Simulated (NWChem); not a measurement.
System: CaO; SMILES [O]=[Ca]

Here is an NWChem input.

```
start job
memory heap 200 mb stack 900 mb global 1100 mb
geometry units angstroms noautosym nocenter noautoz
  Ca     0.000000     0.000000    -0.516105
  O      0.000000     0.000000     1.306976
end
basis spherical
  * library 6-31+g*
end
dft
  xc xpbe96 cpbe96
  iterations 150
end
tddft
  cis
  nroots 6
  notriplet
end
task tddft energy
```

Output (shortened):

```
             Northwest Computational Chemistry Package (NWChem) 7.3.0
             --------------------------------------------------------

                             Geometry "geometry" -> ""
                             -------------------------

 Output coordinates in angstroms (scale by  1.889725989 to convert to a.u.)

  No.       Tag          Charge          X              Y              Z
 ---- ---------------- ---------- -------------- -------------- --------------
    1 Ca                  20.0000     0.00000000     0.00000000    -0.51610500
    2 O                    8.0000     0.00000000     0.00000000     1.30697600

 Effective nuclear repulsion energy (a.u.)      46.4424563911

  pbe96 is a nonlocal functional; adding pw91lda local functional.

                                 NWChem DFT Module
                                 -----------------

 Summary of "ao basis" -> "ao basis" (spherical)
 ------------------------------------------------------------------------------
       Tag                 Description            Shells   Functions and Types
 ---------------- ------------------------------  ------  ---------------------
 Ca                         6-31+g*                 12       26   6s5p1d
 O                          6-31+g*                  8       18   4s3p1d

            General Information
            -------------------
          SCF calculation type: DFT
          Wavefunction type:  closed shell.
          No. of atoms     :     2
          No. of electrons :    28
           Alpha electrons :    14
            Beta electrons :    14
          Charge           :     0
          Spin multiplicity:     1
          Use of symmetry is: off; symmetry adaption is: off
          Maximum number of iterations: 150
          AO basis - number of functions:    44
                     number of shells:    20
          Convergence on energy requested:  1.00D-06
          Convergence on density requested:  1.00D-05
          Convergence on gradient requested:  5.00D-04

              XC Information
              --------------
          PerdewBurkeErnzerhof Exchange Functional  1.000
            Perdew 1991 LDA Correlation Functional  1.000 local
           PerdewBurkeErnz. Correlation Functional  1.000 non-local

             Grid Information
             ----------------
          Grid used for XC integration:  medium
          Radial quadrature: Mura-Knowles
          Angular quadrature: Lebedev.
          Tag              B.-S. Rad. Rad. Pts. Rad. Cut. Ang. Pts.
          ---              ---------- --------- --------- ---------
          Ca                  1.80      112          19.0       590
          O                   0.60       49          11.0       434
          Grid pruning is: on
          Number of quadrature shells:   161
          Spatial weights used:  Erf1

      Superposition of Atomic Density Guess
      -------------------------------------

 Sum of atomic energies:        -751.46468302

      Non-variational initial energy
      ------------------------------

 Total energy =    -751.325180
 1-e energy   =   -1121.524344
 2-e energy   =     323.756708
 HOMO         =      -0.452396
 LUMO         =      -0.157229

[...]

                                NWChem TDDFT Module
                                -------------------

            General Information
            -------------------
           No. of orbitals :      88
            Alpha orbitals :      44
             Beta orbitals :      44
        Alpha frozen cores :       0
         Beta frozen cores :       0
     Alpha frozen virtuals :       0
      Beta frozen virtuals :       0
         Spin multiplicity :       1
    Number of AO functions :      44
        Use of symmetry is : off
      Symmetry adaption is : off
         Schwarz screening :  0.10D-07

              XC Information
              --------------
   PerdewBurkeErnzerhof Exchange Functional   1.00
     Perdew 1991 LDA Correlation Functional   1.00 local
    PerdewBurkeErnz. Correlation Functional   1.00 non-local

             TDDFT Information
             -----------------
          Calculation type : Tamm-Dancoff TDDFT
         Wavefunction type : Restricted singlets
          No. of electrons :      28
           Alpha electrons :      14
            Beta electrons :      14
              No. of roots :       6
          Max subspacesize :    5200
            Max iterations :     100
               Target root :       1
           Target symmetry : none
      Symmetry restriction : off
                 Algorithm : Optimal
        Davidson threshold :  0.10D-03

    6 smallest eigenvalue differences (eV)
--------------------------------------------------------
  No. Spin  Occ  Vir  Irrep   E(Occ)    E(Vir)   E(Diff)
--------------------------------------------------------
    1    1   14   15 a        -0.153    -0.114     1.054
    2    1   13   15 a        -0.153    -0.114     1.054
    3    1   12   15 a        -0.156    -0.114     1.132
    4    1   14   16 a        -0.153    -0.035     3.211
    5    1   14   17 a        -0.153    -0.035     3.211
    6    1   13   16 a        -0.153    -0.035     3.211
--------------------------------------------------------

  Entering Davidson iterations
  Restricted singlet excited states

  Iter   NTrls   NConv    DeltaV     DeltaE      Time
  ----  ------  ------  ---------  ---------  ---------
    1      6       0     0.35E+00   0.10+100        2.0
    2     12       2     0.11E-01   0.15E+00        1.5
    3     16       4     0.13E-02   0.12E-03        1.4
    4     18       6     0.85E-04   0.13E-05        1.3
  ----  ------  ------  ---------  ---------  ---------
  Convergence criterion met

  Ground state a        -752.354944169898 a.u.

  ----------------------------------------------------------------------------
  Root   1 singlet a              0.046192374 a.u.                1.2570 eV
  ----------------------------------------------------------------------------
     Transition Moments    X  0.27806   Y  0.28205   Z  0.00000
     Dipole Oscillator Strength                    0.0048307696
     Electric Quadrupole                           0.0000000001
     Magnetic Dipole                               0.0000000345
     Total Oscillator Strength                     0.0048308043

     Occ.   14  a   ---  Virt.   15  a       -0.99922
  ----------------------------------------------------------------------------
  Root   2 singlet a              0.046192374 a.u.                1.2570 eV
  ----------------------------------------------------------------------------
     Transition Moments    X  0.28205   Y -0.27806   Z  0.00000
     Dipole Oscillator Strength                    0.0048307698
     Electric Quadrupole                           0.0000000001
     Magnetic Dipole                               0.0000000345
     Total Oscillator Strength                     0.0048308044

     Occ.   13  a   ---  Virt.   15  a       -0.99922
  ----------------------------------------------------------------------------
  Root   3 singlet a              0.104864340 a.u.                2.8535 eV
  ----------------------------------------------------------------------------
     Transition Moments    X -0.00000   Y -0.00000   Z -1.40866
     Dipole Oscillator Strength                    0.1387234827
     Electric Quadrupole                           0.0000000031
     Magnetic Dipole                               0.0000000000
     Total Oscillator Strength                     0.1387234858

     Occ.   12  a   ---  Virt.   15  a        0.62416
     Occ.   12  a   ---  Virt.   18  a        0.07860
     Occ.   12  a   ---  Virt.   19  a        0.17848
     Occ.   12  a   ---  Virt.   23  a        0.07023
     Occ.   13  a   ---  Virt.   16  a        0.08382
     Occ.   13  a   ---  Virt.   17  a       -0.52080
     Occ.   13  a   ---  Virt.   29  a        0.05944
     Occ.   14  a   ---  Virt.   16  a        0.52080
     Occ.   14  a   ---  Virt.   17  a        0.08382
     Occ.   14  a   ---  Virt.   30  a        0.05945
  ----------------------------------------------------------------------------
  Root   4 singlet a              0.117360296 a.u.                3.1935 eV
  ----------------------------------------------------------------------------
     Transition Moments    X  0.00000   Y  0.00000   Z -0.00005
     Dipole Oscillator Strength                    0.0000000002
     Electric Quadrupole                           0.0000000186
     Magnetic Dipole                               0.0000000000
     Total Oscillator Strength                     0.0000000188

[...]
```

Level: PBE/6-31+G* (spherical d), TDA. All runs use the structure optimised with PBE-D3(BJ)/def2-SVP.
